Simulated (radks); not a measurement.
Q: Successive ionisation energies (eV) of one element, from differences of total energies of ions in their ground configurations, starting at charge 22: 1046.5, 1113.8, 1182.6, 1252.8, 1445.5, 1509.5, 1574.2, 1639.5, 1705.2, 1771.2, 1904.2, 1964.1, 4745.7, 4930.1, 5116.4, 5304.5, 5493.9, 5683.6, 5950.3, 6098.3, 25613, 26225. Method: non-relativistic Kohn-Sham, LDA (Slater exchange, Perdew-Wang correlation), spin-unpolarised, spherical densities, point nucleus; relativity is left out, which matters for an element this heavy; computed with a radial shooting solver on a logarithmic mesh with Libxc functionals. Which element is it?

A: Ruthenium (Z = 44). The first species listed is Ru22+ in [Ar] 3d4, the last Ru43+ in 1s1.
